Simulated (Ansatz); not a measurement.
Consider the ligand exchange at a B–S bond: `BSCN` + `C1N[SiH2]1` → `BN1C[SiH2]1` + `NCS`.

Program: Ansatz. Geometries: PBE0-D4/def2-TZVP. ΔE: electronic, gas phase. CBS: MP2 limit from def2 TZ/QZ plus the TZ coupled-cluster correction, frozen cores. DFT in def2-TZVPP. One conformer a species, not always the lowest.

Problem. Is it downhill or uphill in electronic energy at CCSD(T)/CBS, and by how much? (Best estimate.)

Solution. Computed: Downhill: ΔE = -35.9 kJ/mol.

Problem. What do these levels give: r2SCAN-D4, PBE0, CAM-B3LYP, RPA@PBE/def2-TZVPP, HF/def2-TZVPP, CCSD/def2-TZVPP? (Best estimate.)

Solution. Computed: r2SCAN-D4 -31.9, PBE0 -33.9, CAM-B3LYP -45.0, RPA@PBE/def2-TZVPP -36.5, HF/def2-TZVPP -49.2, CCSD/def2-TZVPP -39.7 kJ/mol.

Largest T1 diagnostic among the species: 0.014.

From BLYP to BHLYP (50 % exact exchange), in def2-TZVPP and without D4, ΔE moves by −4.6 kJ/mol. Leaving LDA and LC-ωPBE aside and taking each functional with its dispersion term where it has one, the values, not all of them listed here, spread over 15.0 kJ/mol, from CAM-B3LYP-D4 to revPBE-D4. LDA lies −4.1 kJ/mol from PBE without D4. At CCSD(T), def2-SVP lies −7.4 kJ/mol from the extrapolated value and def2-TZVPP −0.8 kJ/mol.
